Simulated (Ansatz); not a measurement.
Relaxation of BClFH6NSi (11 atoms, charge 0, multiplicity 1), to a largest force component of 0.03 eV/Å in at most 50 steps.

Computed with RKS PBE0-D4/def2-SVP in Ansatz.

```xyz
11
Properties=species:S:1:pos:R:3
B 0.314 -0.522 -0.175
H -0.805 0.503 1.683
Cl 1.578 0.705 -0.260
F -0.785 -0.366 -0.894
N 0.532 -1.755 0.601
H -0.236 -2.420 0.555
Si 1.938 -2.200 1.553
H 1.827 -3.674 1.802
H 3.202 -1.897 0.812
H 1.964 -1.482 2.869
H -0.580 -0.171 1.793
```

Q: Where does it end, and by what steps?

A: It converged. The force dipped under the threshold on the way, but the program's further checks kept it going. After 31 steps the energy has fallen by 0.303 eV; H11 moved furthest, 1.08 Å.

| step | energy less start (eV) | largest force component (eV/Å) | accepted |
| --- | --- | --- | --- |
| 0 | 0.0000 | 2.032 | yes |
| 2 | -0.2578 | 0.323 | yes |
| 4 | -0.2814 | 0.135 | yes |
| 6 | -0.2858 | 0.101 | yes |
| 8 | -0.2902 | 0.276 | yes |
| 10 | -0.2883 | 0.366 | no |
| 12 | -0.2955 | 0.047 | yes |
| 14 | -0.1952 | 1.858 | no |
| 16 | -0.2969 | 0.042 | yes |
| 18 | -0.2978 | 0.115 | yes |
| 20 | -0.2988 | 0.049 | yes |
| 22 | -0.3013 | 0.028 | yes |
| 24 | -0.3018 | 0.036 | yes |
| 26 | -0.3023 | 0.051 | yes |
| 28 | -0.3028 | 0.069 | yes |
| 30 | -0.3031 | 0.011 | yes |
| 31 | -0.3032 | 0.024 | yes |

```xyz
11
Properties=species:S:1:pos:R:3
B 0.387 -0.734 -0.399
H -0.525 0.707 2.211
Cl 1.407 0.691 -0.126
F -0.605 -0.632 -1.273
N 0.643 -1.920 0.296
H 0.018 -2.696 0.094
Si 1.919 -2.185 1.486
H 1.765 -3.601 1.930
H 3.266 -1.993 0.879
H 1.765 -1.274 2.655
H -1.091 0.361 2.585
```

Whether the end is a true minimum wasn't checked by a vibrational analysis.

Run time: 57 s on 2 threads of Intel(R) Xeon(R) 6975P-C (Granite Rapids) (shared host), peak memory 0.26 GiB.
